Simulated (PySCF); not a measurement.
First hyperpolarisability: `CC1=C(C)/C(=C/F)C1`, C7H9F

Cartesian coordinates in Å; atom numbers follow the order of the lines, from 1:
```xyz
17

C    -0.1725    2.2868   -0.5566
C    -0.2891    0.8375   -0.2903
C     0.4988   -0.1238    0.2330
C     1.8673   -0.1816    0.8030
C    -0.5145   -1.1621    0.0403
C    -0.5861   -2.4611    0.2626
F    -1.6879   -3.1826   -0.0399
C    -1.4461   -0.1114   -0.5504
H    -0.9356    2.8336   -0.0017
H    -0.3303    2.4878   -1.6167
H     0.8079    2.6581   -0.2679
H     2.4806   -0.8899    0.2468
H     2.3368    0.7983    0.7633
H     1.8316   -0.5129    1.8407
H     0.1938   -3.0722    0.6924
H    -2.3510    0.0758    0.0268
H    -1.7106   -0.2683   -1.5956
```

Theory: PySCF, quadratic response CAM-B3LYP/def2-SVPD first hyperpolarisability, Taylor convention, gas phase. Geometry: GFN2-xTB.

Question: Give β for the processes computed.

Answer: In au, Taylor convention; the vector part is βᵢ = ⅓ Σⱼ (βᵢⱼⱼ + βⱼᵢⱼ + βⱼⱼᵢ); β∥ is 3/5 of the vector part along the dipole, the dipole points from − to +:
```
                   process  λ (nm)  β vector norm      β∥  β HRS  depolarisation ratio
           static β(0;0,0)       ∞          142.2   -84.9   54.3                  6.94
second harmonic β(−2ω;ω,ω)    1064          158.7   -94.6   61.0                  6.81
         Pockels β(−ω;ω,0)    1064          147.3   -87.9      –                     –
second harmonic β(−2ω;ω,ω)     800          174.9  -104.0   67.6                  6.64
         Pockels β(−ω;ω,0)     800          151.5   -90.3      –                     –
```

Question: Which lowest excitations, dipole and polarisabilities go with it?

Answer: S1 5.80 eV (f = 0.510); S2 5.88 eV (f = 0.012); S3 6.55 eV (f = 0.003); dipole 2.57 D; isotropic α 85.8 au static, 86.8 au at 1064 nm, 87.6 au at 800 nm, 90.2 au at 532 nm, 94.3 au at 400 nm.
